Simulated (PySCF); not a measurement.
## Dipole response of Li⁻ (lithium, charge -1)

[He] 2s2, closed-shell 1S. Calculation: PySCF 2.14, in aug-cc-pVTZ with one added diffuse shell each of s, p, d, f type (6s5p4d3f, 62 functions); no relativity, point nucleus. Coupled (time-dependent) response in atomic units; α is the mean over directions.

```csv
method,mean α (bohr³),C₆ (like pair),S(−4)
UHF,1175,33980,1402000
```

S(−4) is the Cauchy moment in α(ω) = α(0) + S(−4) ω² + …

α(iu) at UHF:

| u (hartree) | α(iu) (bohr³) |
| --- | --- |
| 0 | 1175 |
| 0.0500 | 376.4 |
| 0.100 | 142.3 |
| 0.200 | 42.72 |
| 0.300 | 20.04 |
| 0.500 | 7.590 |
| 0.750 | 3.506 |
| 1.00 | 2.034 |
| 1.50 | 0.9537 |
| 2.00 | 0.5610 |
| 3.00 | 0.2657 |
| 5.00 | 0.1015 |

For an ion, C₆ is the dispersion term alone; charge-induced terms of lower order in 1/R come first.
